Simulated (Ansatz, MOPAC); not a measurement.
Species: GeF$_{3}$, net charge 0, doublet state. SMILES: [F][Ge]([F])[F]
Geometry: optimised at B3LYP-D3(BJ)/def2-TZVP (Ansatz, a program for electronic structure).

Wanted: vertical ionisation energy to the singlet, in eV. Set-up: open shells spin-unrestricted; non-relativistic; each state is the SCF solution reached for its charge and spin; spin-orbit terms left out; six Cartesian d functions in 6-31G* and its kin unless marked 5d; no dispersion term unless named; LANL2DZ with its own core potentials from Na on. Ab initio and DFT rows: single points at B3LYP-D3(BJ) geometries (Ansatz). Semi-empirical rows: differences of heats of formation at the shared geometry for vertical values.

```json
[
 {"species": "charge 1, singlet", "coefficient": "+1", "E at B3LYP/6-31G* with LANL2DZ past Ar (Ansatz), Eh": "-302.93463", "E at wB97M-V/def2-TZVPD (Ansatz), Eh": "-2376.14762", "heat of formation at MNDO (MOPAC), kcal/mol": "47.17"},
 {"species": "charge 0, doublet", "coefficient": "-1", "E at B3LYP/6-31G* with LANL2DZ past Ar (Ansatz), Eh": "-303.34432", "E at wB97M-V/def2-TZVPD (Ansatz), Eh": "-2376.56875", "heat of formation at MNDO (MOPAC), kcal/mol": "-195.19"}
]
```

 1 Eh = 27.2114 eV and 1 eV = 23.0605 kcal/mol.

Compute it at each level from the table.


- B3LYP/6-31G* with LANL2DZ past Ar: the sum of coefficient times E is 0.40969 Eh, or 11.148 eV. Result: 11.15 eV.
- wB97M-V/def2-TZVPD: the sum of coefficient times E is 0.42113 Eh, or 11.460 eV. Result: 11.46 eV.
- MNDO: the sum of coefficient times heat of formation is 242.36 kcal/mol, or 10.51 eV.
